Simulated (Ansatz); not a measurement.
Reaction 2 R1 → 0.5 P1 + P2, each structure at its B3LYP-D3(BJ)/def2-TZVP stationary point, reached from a drawn start (curvature not checked).
P1: S2 (SMILES [S][S]), charge 0, multiplicity 3.
R1, OS (SMILES O=S) (charge 0, multiplicity 3):
```xyz
2

S      0.0000     0.0000    -0.7450
O      0.0000     0.0000     0.7450
```
P2, SO2 (SMILES O=[S+][O-]) (charge 0, multiplicity 1):
| atom | x (Å) | y (Å) | z (Å) |
|---|---|---|---|
| S | 0.0000 | 0.0000 | 0.4878 |
| O | 0.0000 | 1.2386 | -0.2438 |
| O | 0.0000 | -1.2386 | -0.2438 |

P less R. No zero-point or thermal terms; singlets are restricted closed shells; open shells are unrestricted; no spin–orbit coupling.

Programs: Ansatz (a quantum-chemistry and plane-wave program). All values are computed, each at the level named.

One of these levels gives -23.45 kcal/mol for the reaction energy. Which one is it?
(A) HF/cc-pV(T+d)Z
(B) BLYP/def2-TZVPP
(C) PBE/def2-TZVPP

A, HF/cc-pV(T+d)Z. The others give -55.09 (PBE/def2-TZVPP), -49.62 (BLYP/def2-TZVPP)
